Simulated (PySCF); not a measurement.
Compound: C4H7B.
Atom-mapped SMILES: `[CH3:1][BH:2][C:3]#[C:4][CH3:5]`

The computed photoelectron lines, unassigned: B 1s: 195.58 eV; C 1s: 289.66 (area 1), 289.98 (area 1), 290.47 (area 1), 291.76 (area 1) eV.

Method: delta-SCF UKS SCAN, pcX-2 on the ionised atom, pcseg-1 elsewhere, spin-free X2C (PySCF). Isolated species at its PBE0-D3(BJ)/def2-SVP geometry, gas phase.

Q: Order the carbon atoms by C 1s binding energy.

A: 289.66 eV: C3 (alkyne carbon); 289.98 eV: C1 (sp3 carbon bound to boron); 290.47 eV: C4 (alkyne carbon); 291.76 eV: C5 (propargylic carbon). Lowest listed C 1s: C3, bonded to C (triple bond) and B. Highest, 2.10 eV above it: C5, bonded to C and 3 H. Summing the Pauling electronegativity differences to the bonded atoms, each weighted by its formal bond order, gives -0.51 for the lowest site and -1.05 for the highest; the largest sum, 0.00, belongs to C4, 1.29 eV below the top. The smallest sum, -1.56, belongs to C1, 0.32 eV above the lowest.

Bonded neighbours of each site: C1: 3 H and B; B2: 2 C and H; C3: C (triple bond) and B; C4: C (triple bond) and C; C5: C and 3 H.

Q: Which effective nuclear charge Zeff reproduces each element's mean 1s value in the hydrogen-like formula E = 13.606 eV × Zeff²?

A: B (Z = 5): mean 195.6 eV, Zeff = 3.79, Z − Zeff = 1.21; C (Z = 6): mean 290.5 eV, Zeff = 4.62, Z − Zeff = 1.38. Means run over the listed sites, weighted by atom count.

Spin contamination (⟨S²⟩ against 0.75 for a pure doublet) is marked for B 1s of B2 (0.94) and C 1s of C4 (0.87), which makes these values less certain.
